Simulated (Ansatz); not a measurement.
Program: Ansatz. Geometries: PBE0-D4/def2-TZVP. ΔE: electronic, gas phase. CCSD(T)/CBS is the MP2 limit (def2-TZVPP, def2-QZVPP) plus CCSD(T) − MP2 in def2-TZVPP, frozen cores. This one scheme is used for every species. Functionals use def2-TZVPP. For Br outer-core shells are correlated without core-valence functions, which leaves a few kJ/mol of doubt a bond. Scalar relativity is left out up to krypton.

Reaction (substitution at a C–Si bond): `[SiH3]C(Cl)Cl` + HBr → `ClC(Cl)Br` + SiH₄

| level | ΔE (kJ/mol) |
| --- | --- |
| PBE-QIDH | 66.3 |
| CCSD(T)/def2-SVP | 69.5 |
| CCSD(T)/def2-TZVPP | 65.3 |
| MP2/def2-QZVPP | 62.9 |

(1) What does CCSD(T)/CBS give? (An estimate is asked.)

Largest T1 diagnostic among the species: 0.011.

Answers

(1) The calculation gave: +65.8 kJ/mol. The listed levels differ from it by 0.5, 3.7, -0.5, -2.9 kJ/mol.

From BLYP to BHLYP (50 % exact exchange), in def2-TZVPP and without D4, ΔE moves by +12.4 kJ/mol. Leaving LDA and LC-ωPBE aside and taking each functional with its dispersion term where it has one, the values, not all of them listed here, spread over 12.0 kJ/mol, from revPBE-D4 to BHLYP-D4. LDA lies +4.0 kJ/mol from PBE without D4.
